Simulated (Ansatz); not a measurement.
## Molecular dynamics of BH$_{6}$N$_{3}$

The input (input.yaml):

```yaml
crystal:
  periodic: [false, false, false]
  atoms:
    - { symbol: B, position_ang: [0.001168, -0.002007, 0.000984] }
    - { symbol: "N", position_ang: [-0.015621, 0.118455, 1.421343] }
    - { symbol: H, position_ang: [-0.840182, -0.044462, 1.966949] }
    - { symbol: H, position_ang: [0.822616, 0.123699, 1.970505] }
    - { symbol: "N", position_ang: [1.234501, 0.095693, -0.705887] }
    - { symbol: H, position_ang: [1.289138, 0.097395, -1.706255] }
    - { symbol: H, position_ang: [2.092769, 0.363202, -0.263646] }
    - { symbol: "N", position_ang: [-1.212306, -0.222317, -0.71054] }
    - { symbol: H, position_ang: [-2.10556, -0.292302, -0.262848] }
    - { symbol: H, position_ang: [-1.266524, -0.237356, -1.710604] }
basis:
  gaussian: { orbitals: def2-SVP }
hamiltonian:
  xc: { name: BHLYP }
md:
  timestep: 1.0
  n_steps: 300
  ensemble: nvt_langevin
  temperature: 200.0
  initial_velocities: maxwell_boltzmann
  seed: 874953
  friction: 0.05
```

Launched with:

```bash
$ ansatz run input.yaml --threads 2 --pin off --max-ram 3072MiB --backend cpu --events-out ev --progress --plain --runs-dir out
```

It starts from a relaxed structure.

Output, in part (one step line in 4, the closing report, with atoms numbered from 0):

```
md step     0: t =     0.00 fs  T =   180.0 K  F+E_penalty+E_count = -5240.54618464 eV  E_kin = 0.232668 eV  (22 SCF iters)
md step     4: t =     4.00 fs  T =   116.8 K  F+E_penalty+E_count = -5240.42773935 eV  E_kin = 0.150971 eV  (24 SCF iters)
md step     8: t =     8.00 fs  T =   156.1 K  F+E_penalty+E_count = -5240.45269097 eV  E_kin = 0.201794 eV  (24 SCF iters)
md step    12: t =    12.00 fs  T =   144.6 K  F+E_penalty+E_count = -5240.41508615 eV  E_kin = 0.186866 eV  (23 SCF iters)
md step    16: t =    16.00 fs  T =   153.6 K  F+E_penalty+E_count = -5240.38004982 eV  E_kin = 0.198574 eV  (23 SCF iters)
md step    20: t =    20.00 fs  T =   174.0 K  F+E_penalty+E_count = -5240.40628988 eV  E_kin = 0.224895 eV  (24 SCF iters)
md step    24: t =    24.00 fs  T =   124.8 K  F+E_penalty+E_count = -5240.37149139 eV  E_kin = 0.161283 eV  (23 SCF iters)
md step    28: t =    28.00 fs  T =   175.2 K  F+E_penalty+E_count = -5240.37658253 eV  E_kin = 0.226526 eV  (24 SCF iters)
md step    32: t =    32.00 fs  T =   108.6 K  F+E_penalty+E_count = -5240.40929006 eV  E_kin = 0.140363 eV  (23 SCF iters)
md step    36: t =    36.00 fs  T =   141.3 K  F+E_penalty+E_count = -5240.43093993 eV  E_kin = 0.182692 eV  (24 SCF iters)
md step    40: t =    40.00 fs  T =   166.4 K  F+E_penalty+E_count = -5240.40857683 eV  E_kin = 0.215087 eV  (24 SCF iters)
md step    44: t =    44.00 fs  T =    98.8 K  F+E_penalty+E_count = -5240.41084827 eV  E_kin = 0.127763 eV  (24 SCF iters)
md step    48: t =    48.00 fs  T =   112.0 K  F+E_penalty+E_count = -5240.41021252 eV  E_kin = 0.144723 eV  (24 SCF iters)
md step    52: t =    52.00 fs  T =   129.9 K  F+E_penalty+E_count = -5240.39343192 eV  E_kin = 0.167901 eV  (24 SCF iters)
md step    56: t =    56.00 fs  T =   149.9 K  F+E_penalty+E_count = -5240.37535547 eV  E_kin = 0.193706 eV  (24 SCF iters)
md step    60: t =    60.00 fs  T =   219.5 K  F+E_penalty+E_count = -5240.42048937 eV  E_kin = 0.283717 eV  (24 SCF iters)
md step    64: t =    64.00 fs  T =   163.8 K  F+E_penalty+E_count = -5240.40371256 eV  E_kin = 0.211708 eV  (24 SCF iters)
md step    68: t =    68.00 fs  T =   122.1 K  F+E_penalty+E_count = -5240.37242064 eV  E_kin = 0.157879 eV  (24 SCF iters)
md step    72: t =    72.00 fs  T =   121.8 K  F+E_penalty+E_count = -5240.31894813 eV  E_kin = 0.157392 eV  (24 SCF iters)
md step    76: t =    76.00 fs  T =   164.2 K  F+E_penalty+E_count = -5240.29453205 eV  E_kin = 0.212292 eV  (24 SCF iters)
md step    80: t =    80.00 fs  T =   155.1 K  F+E_penalty+E_count = -5240.27195034 eV  E_kin = 0.200432 eV  (24 SCF iters)
md step    84: t =    84.00 fs  T =   175.1 K  F+E_penalty+E_count = -5240.36766649 eV  E_kin = 0.226372 eV  (24 SCF iters)
md step    88: t =    88.00 fs  T =   191.1 K  F+E_penalty+E_count = -5240.33324077 eV  E_kin = 0.247046 eV  (24 SCF iters)
md step    92: t =    92.00 fs  T =   237.8 K  F+E_penalty+E_count = -5240.40901377 eV  E_kin = 0.307391 eV  (24 SCF iters)
md step    96: t =    96.00 fs  T =   144.3 K  F+E_penalty+E_count = -5240.40106591 eV  E_kin = 0.186527 eV  (23 SCF iters)
md step   100: t =   100.00 fs  T =   139.2 K  F+E_penalty+E_count = -5240.36168913 eV  E_kin = 0.179957 eV  (23 SCF iters)
md step   104: t =   104.00 fs  T =   194.4 K  F+E_penalty+E_count = -5240.35534384 eV  E_kin = 0.251228 eV  (23 SCF iters)
md step   108: t =   108.00 fs  T =   168.0 K  F+E_penalty+E_count = -5240.31205852 eV  E_kin = 0.217198 eV  (24 SCF iters)
md step   112: t =   112.00 fs  T =   232.0 K  F+E_penalty+E_count = -5240.37204292 eV  E_kin = 0.299896 eV  (24 SCF iters)
md step   116: t =   116.00 fs  T =   129.8 K  F+E_penalty+E_count = -5240.32120468 eV  E_kin = 0.167749 eV  (24 SCF iters)
md step   120: t =   120.00 fs  T =   256.5 K  F+E_penalty+E_count = -5240.41816597 eV  E_kin = 0.331522 eV  (24 SCF iters)
md step   124: t =   124.00 fs  T =   252.5 K  F+E_penalty+E_count = -5240.43052346 eV  E_kin = 0.326353 eV  (24 SCF iters)
md step   128: t =   128.00 fs  T =   226.9 K  F+E_penalty+E_count = -5240.37553220 eV  E_kin = 0.293280 eV  (24 SCF iters)
md step   132: t =   132.00 fs  T =   170.3 K  F+E_penalty+E_count = -5240.35532383 eV  E_kin = 0.220134 eV  (24 SCF iters)
md step   136: t =   136.00 fs  T =   172.6 K  F+E_penalty+E_count = -5240.39550788 eV  E_kin = 0.223060 eV  (24 SCF iters)
md step   140: t =   140.00 fs  T =   159.7 K  F+E_penalty+E_count = -5240.38618309 eV  E_kin = 0.206405 eV  (24 SCF iters)
md step   144: t =   144.00 fs  T =    95.6 K  F+E_penalty+E_count = -5240.28083547 eV  E_kin = 0.123613 eV  (23 SCF iters)
md step   148: t =   148.00 fs  T =   148.7 K  F+E_penalty+E_count = -5240.26059156 eV  E_kin = 0.192253 eV  (24 SCF iters)
md step   152: t =   152.00 fs  T =   239.6 K  F+E_penalty+E_count = -5240.35456719 eV  E_kin = 0.309750 eV  (24 SCF iters)
md step   156: t =   156.00 fs  T =   241.2 K  F+E_penalty+E_count = -5240.32558920 eV  E_kin = 0.311793 eV  (24 SCF iters)
md step   160: t =   160.00 fs  T =   267.5 K  F+E_penalty+E_count = -5240.28368441 eV  E_kin = 0.345750 eV  (24 SCF iters)
md step   164: t =   164.00 fs  T =   239.0 K  F+E_penalty+E_count = -5240.22660689 eV  E_kin = 0.308959 eV  (24 SCF iters)
md step   168: t =   168.00 fs  T =   151.6 K  F+E_penalty+E_count = -5240.20796411 eV  E_kin = 0.195990 eV  (24 SCF iters)
md step   172: t =   172.00 fs  T =   257.7 K  F+E_penalty+E_count = -5240.33672358 eV  E_kin = 0.333109 eV  (24 SCF iters)
md step   176: t =   176.00 fs  T =   239.0 K  F+E_penalty+E_count = -5240.36949736 eV  E_kin = 0.308935 eV  (24 SCF iters)
md step   180: t =   180.00 fs  T =   196.6 K  F+E_penalty+E_count = -5240.34094559 eV  E_kin = 0.254172 eV  (24 SCF iters)
md step   184: t =   184.00 fs  T =   167.9 K  F+E_penalty+E_count = -5240.32406995 eV  E_kin = 0.216989 eV  (24 SCF iters)
md step   188: t =   188.00 fs  T =   197.1 K  F+E_penalty+E_count = -5240.37491369 eV  E_kin = 0.254762 eV  (24 SCF iters)
md step   192: t =   192.00 fs  T =   166.9 K  F+E_penalty+E_count = -5240.36996384 eV  E_kin = 0.215784 eV  (24 SCF iters)
md step   196: t =   196.00 fs  T =   191.0 K  F+E_penalty+E_count = -5240.37612638 eV  E_kin = 0.246824 eV  (24 SCF iters)
md step   200: t =   200.00 fs  T =   171.4 K  F+E_penalty+E_count = -5240.41640322 eV  E_kin = 0.221542 eV  (24 SCF iters)
md step   204: t =   204.00 fs  T =   149.6 K  F+E_penalty+E_count = -5240.40398393 eV  E_kin = 0.193344 eV  (24 SCF iters)
md step   208: t =   208.00 fs  T =   107.6 K  F+E_penalty+E_count = -5240.37426663 eV  E_kin = 0.139098 eV  (24 SCF iters)
md step   212: t =   212.00 fs  T =   129.9 K  F+E_penalty+E_count = -5240.35518159 eV  E_kin = 0.167950 eV  (24 SCF iters)
md step   216: t =   216.00 fs  T =   145.0 K  F+E_penalty+E_count = -5240.35004894 eV  E_kin = 0.187372 eV  (24 SCF iters)
md step   220: t =   220.00 fs  T =   123.2 K  F+E_penalty+E_count = -5240.28803055 eV  E_kin = 0.159303 eV  (24 SCF iters)
md step   224: t =   224.00 fs  T =   129.1 K  F+E_penalty+E_count = -5240.30086112 eV  E_kin = 0.166844 eV  (23 SCF iters)
md step   228: t =   228.00 fs  T =   155.0 K  F+E_penalty+E_count = -5240.38273152 eV  E_kin = 0.200413 eV  (24 SCF iters)
md step   232: t =   232.00 fs  T =   146.7 K  F+E_penalty+E_count = -5240.33429372 eV  E_kin = 0.189572 eV  (24 SCF iters)
md step   236: t =   236.00 fs  T =   188.3 K  F+E_penalty+E_count = -5240.41882230 eV  E_kin = 0.243339 eV  (24 SCF iters)
md step   240: t =   240.00 fs  T =   183.0 K  F+E_penalty+E_count = -5240.40731666 eV  E_kin = 0.236547 eV  (24 SCF iters)
md step   244: t =   244.00 fs  T =   189.8 K  F+E_penalty+E_count = -5240.37362700 eV  E_kin = 0.245322 eV  (24 SCF iters)
md step   248: t =   248.00 fs  T =   175.6 K  F+E_penalty+E_count = -5240.37670064 eV  E_kin = 0.226954 eV  (24 SCF iters)
md step   252: t =   252.00 fs  T =   162.4 K  F+E_penalty+E_count = -5240.39468115 eV  E_kin = 0.209943 eV  (24 SCF iters)
md step   256: t =   256.00 fs  T =    91.2 K  F+E_penalty+E_count = -5240.39405276 eV  E_kin = 0.117867 eV  (23 SCF iters)
md step   260: t =   260.00 fs  T =   137.9 K  F+E_penalty+E_count = -5240.37153763 eV  E_kin = 0.178270 eV  (23 SCF iters)
md step   264: t =   264.00 fs  T =   145.3 K  F+E_penalty+E_count = -5240.40776583 eV  E_kin = 0.187838 eV  (24 SCF iters)
md step   268: t =   268.00 fs  T =   147.7 K  F+E_penalty+E_count = -5240.32637695 eV  E_kin = 0.190919 eV  (24 SCF iters)
md step   272: t =   272.00 fs  T =   186.8 K  F+E_penalty+E_count = -5240.35420944 eV  E_kin = 0.241418 eV  (24 SCF iters)
md step   276: t =   276.00 fs  T =   159.4 K  F+E_penalty+E_count = -5240.43378772 eV  E_kin = 0.206083 eV  (23 SCF iters)
md step   280: t =   280.00 fs  T =   128.8 K  F+E_penalty+E_count = -5240.39583352 eV  E_kin = 0.166447 eV  (24 SCF iters)
md step   284: t =   284.00 fs  T =   155.5 K  F+E_penalty+E_count = -5240.41511047 eV  E_kin = 0.200967 eV  (23 SCF iters)
md step   288: t =   288.00 fs  T =   118.7 K  F+E_penalty+E_count = -5240.38307727 eV  E_kin = 0.153387 eV  (24 SCF iters)
md step   292: t =   292.00 fs  T =   167.5 K  F+E_penalty+E_count = -5240.37906973 eV  E_kin = 0.216458 eV  (24 SCF iters)
md step   296: t =   296.00 fs  T =   147.0 K  F+E_penalty+E_count = -5240.36436021 eV  E_kin = 0.190029 eV  (24 SCF iters)
md step   300: t =   300.00 fs  T =    98.8 K  F+E_penalty+E_count = -5240.43324593 eV  E_kin = 0.127678 eV  (24 SCF iters)
Total energy: -5240.43340452 eV, -192.5823755227 hartree
Atom 0 at    -0.342711    -0.086733     0.031385 Å, force     0.499540     0.018764     0.366289 eV/Å
Atom 1 at    -0.263453     0.024500     1.453037 Å, force     0.778402    -0.050740    -0.592674 eV/Å
Atom 2 at    -1.017496     0.261408     2.046075 Å, force    -0.553848     0.077916     0.405695 eV/Å
Atom 3 at     0.618664    -0.073531     1.919801 Å, force    -0.051370     0.095089     0.077210 eV/Å
Atom 4 at     0.863459    -0.021737    -0.744425 Å, force    -0.095413    -0.052971    -0.733960 eV/Å
Atom 5 at     0.845967    -0.293468    -1.719828 Å, force    -0.065233     0.116388     0.369468 eV/Å
Atom 6 at     1.658558     0.569451    -0.558069 Å, force    -0.297175    -0.185185     0.297081 eV/Å
Atom 7 at    -1.601524    -0.367712    -0.557560 Å, force    -0.061471     0.095803    -0.333344 eV/Å
Atom 8 at    -2.400902    -0.458636     0.018722 Å, force    -0.497588    -0.209647     0.628136 eV/Å
Atom 9 at    -1.901239    -0.102848    -1.470297 Å, force     0.344155     0.094583    -0.483899 eV/Å
Dipole moment:    -0.071648     0.216089    -0.018690 e Å
```

All steps were run. The mean temperature of the second half is 16 % below the set value. A run of 0.3 ps of so small a system gives no equilibrium averages.

The same pairs are bonded in the first frame and the last. Pairs count as bonded within 1.25 times the sum of covalent radii (0.12 Å more for H–H).

Last frame:

```xyz
10
Properties=species:S:1:pos:R:3
B -0.343 -0.087 0.031
N -0.264 0.025 1.453
H -1.018 0.261 2.046
H 0.619 -0.073 1.920
N 0.864 -0.022 -0.744
H 0.846 -0.293 -1.720
H 1.659 0.570 -0.558
N -1.601 -0.368 -0.558
H -2.401 -0.459 0.019
H -1.901 -0.103 -1.470
```

Run time: 7.2 min on 2 threads of Arm Neoverse V1, on a shared host, peak memory 0.16 GiB.
